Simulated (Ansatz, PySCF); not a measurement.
WO2F2, SMILES [O]=[W](=[O])([F])[F], multiplicity 1.

The structure is a stationary point at B3LYP-D3(BJ)/def2-SVP. The spin state was assumed, not searched. The isomer is the one that the SMILES or the coordinates give; other isomers of the formula were not compared. The def2 effective core potentials stand for the cores of W; spin–orbit coupling is left out.

Vertical ionisation energy (IE) and electron affinity (EA) in eV. Rows of orbital energies are one-electron estimates. Where ΔSCF, EOM or ADC give a negative EA the extra electron is unbound and the value depends on the basis.

```
level                                                                    IE    EA
--------------------------------------------------------------------  -----  ----
−ε(HOMO), −ε(LUMO), PBE/def2-TZVP (PySCF)                              8.17  3.49
ΔSCF, PBE0/def2-TZVPD (Ansatz), final states of multiplicity 2 and 2  12.02  0.57
```

What vertical singlet–triplet gap does ΔSCF give with PBE0/def2-TZVPD (Ansatz, a first-principles code)? (Estimate from the structure and the level; the computed values follow.)

4.53 eV (triplet above singlet where positive).
